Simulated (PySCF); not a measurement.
**Ionisation energy of Cr by level of theory**

Cr [Ar] 3d5 4s1 [3d3/2^4 3d5/2^1 4s1/2^1, M_J = 3] → Cr⁺ [Ar] 3d5 [3d3/2^4 3d5/2^1, M_J = 5/2], as a difference of total energies. Calculation: PySCF 2.14, in x2c-QZVPPall-2c; the two-component X2C-1e Hamiltonian. Correlated levels: [Ne] frozen; the 8 highest virtual spinors dropped. "Screened" scales the spin-orbit matrix elements by Boettger's factors to mimic the two-electron term; Breit and QED terms are absent.

```json
{"method": "GHF (screened spin-orbit)", "ionisation energy (eV)": "6.007"}
{"method": "GMP2 (screened spin-orbit)", "ionisation energy (eV)": "6.760"}
```

Problem. How much does correlation contribute at GMP2 (screened spin-orbit)?

Solution. 6.760 − (6.007) = 0.753 eV, measured against GHF (screened spin-orbit).

Errors of the correlated levels include the incompleteness of this basis and the frozen core.

The labels give the starting determinants; with spin-orbit coupling the two ends relaxed to ⟨J²⟩ = 12.00, ⟨L²⟩ = 0.00, ⟨S²⟩ = 12.00 and ⟨J²⟩ = 8.75, ⟨L²⟩ = 0.00, ⟨S²⟩ = 8.75.

For comparison: 6.767 eV (measured; NIST Atomic Spectra Database, ionization energies).
